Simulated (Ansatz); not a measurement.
Geometry optimisation, RKS BLYP-D4/def2-SVP (Ansatz).

Input:

```yaml
crystal:
  periodic: [false, false, false]
  atoms:
    - { symbol: O, position_ang: [-0.443, -1.3856, 1.0136] }
    - { symbol: C, position_ang: [0.0304, -1.0771, -0.2824] }
    - { symbol: O, position_ang: [-0.3778, 0.22, -0.7259] }
    - { symbol: C, position_ang: [0.3732, 1.2472, 0.0446] }
    - { symbol: I, position_ang: [-0.2671, 3.0906, -0.8098] }
    - { symbol: H, position_ang: [-1.4389, -1.4914, 0.8579] }
    - { symbol: H, position_ang: [1.1511, -1.1742, -0.2557] }
    - { symbol: H, position_ang: [-0.3215, -1.7943, -0.9945] }
    - { symbol: H, position_ang: [-0.0118, 1.1982, 1.1375] }
    - { symbol: H, position_ang: [1.3885, 1.1155, 0.0177] }
basis:
  gaussian: { orbitals: def2-SVP }
hamiltonian:
  xc: blyp
  dispersion: d4
relax:
  f_tol: 0.02
  max_steps: 50
output:
  orbitals: {}
```

Launched with:

```bash
$ ansatz run input.yaml --threads 2 --pin off --max-ram 3072MiB --backend cpu --events-out ev --progress --plain --runs-dir out
```

Q: Where does it end, and by what steps?

A: It converged. After 20 steps the energy has fallen by 0.660 eV; I5 moved furthest, 1.51 Å.

```tsv
step	energy less start (eV)	largest force component (eV/Å)	accepted
0	0.0000	5.243	yes
1	-0.3402	1.214	yes
2	-0.4177	0.443	yes
3	-0.4185	0.434	yes
4	-0.4289	0.191	yes
5	-0.4307	0.056	yes
6	-0.4332	0.078	yes
7	-0.4359	0.092	yes
8	-0.4385	0.218	yes
9	-0.4502	0.510	yes
10	-0.4691	0.647	yes
11	-0.5006	0.688	yes
12	-0.5685	0.308	yes
13	-0.6166	0.222	yes
14	-0.6408	0.421	yes
15	-0.6339	0.388	no
16	-0.6575	0.123	yes
17	-0.6539	0.158	no
18	-0.6597	0.041	yes
19	-0.6597	0.055	no
20	-0.6600	0.007	yes
```

```xyz
10
Properties=species:S:1:pos:R:3
O -0.908 -0.989 0.833
C 0.045 -1.213 -0.151
O 0.494 -0.005 -0.840
C 0.646 1.116 -0.084
I -1.302 2.392 0.047
H -1.705 -0.591 0.423
H 0.921 -1.675 0.355
H -0.296 -1.864 -0.986
H 0.863 0.951 0.987
H 1.324 1.826 -0.582
```

Whether the end is a true minimum wasn't checked by a vibrational analysis.

Time of the run: 48 s on 2 threads of Arm Neoverse V1, with other jobs on the host, peak memory 0.15 GiB.
